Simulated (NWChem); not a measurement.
System: BO, doublet; SMILES [B]=O

```xyz
2

B      0.0000     0.0000    -0.7376
O      0.0000     0.0000     0.4642
```
Atoms are numbered in this order, from 1.

Computed with NWChem. Spin-unrestricted. Geometry: optimised at PBE0/def2-SVP, spin-unrestricted. No stability test was run on the SCF state. B3LYP is NWChem's, with the RPA form of VWN correlation. Vertical excitations in the gas phase; the lowest state need not have the same character in each row. Excited states of an open shell can be spin-contaminated.

```json
[
 {"level": "PBE/aug-cc-pVDZ, TDA", "lowest excitation (eV)": "3.51", "oscillator strength of that lowest state": "0.007", "lowest state with f > 0.02 (eV)": "7.02", "lowest empty minus highest occupied level, either spin (eV)": "2.89"},
 {"level": "B3LYP/aug-cc-pVDZ, TDA", "lowest excitation (eV)": "3.59", "oscillator strength of that lowest state": "0.007", "lowest state with f > 0.02 (eV)": "7.20", "lowest empty minus highest occupied level, either spin (eV)": "4.65"},
 {"level": "LDA (Slater exchange, VWN5)/aug-cc-pVDZ, TDA", "lowest excitation (eV)": "___", "oscillator strength of that lowest state": "0.006", "lowest state with f > 0.02 (eV)": "___", "lowest empty minus highest occupied level, either spin (eV)": "___"},
 {"level": "CAM-B3LYP/aug-cc-pVDZ, TDA", "lowest excitation (eV)": "3.71", "oscillator strength of that lowest state": "0.007", "lowest state with f > 0.02 (eV)": "7.29", "lowest empty minus highest occupied level, either spin (eV)": "7.67"}
]
```

What belongs in the gaps?


- LDA (Slater exchange, VWN5)/aug-cc-pVDZ, TDA, lowest excitation (eV): 3.33
- LDA (Slater exchange, VWN5)/aug-cc-pVDZ, TDA, lowest state with f > 0.02 (eV): 6.94
- LDA (Slater exchange, VWN5)/aug-cc-pVDZ, TDA, lowest empty minus highest occupied level, either spin (eV): 2.38
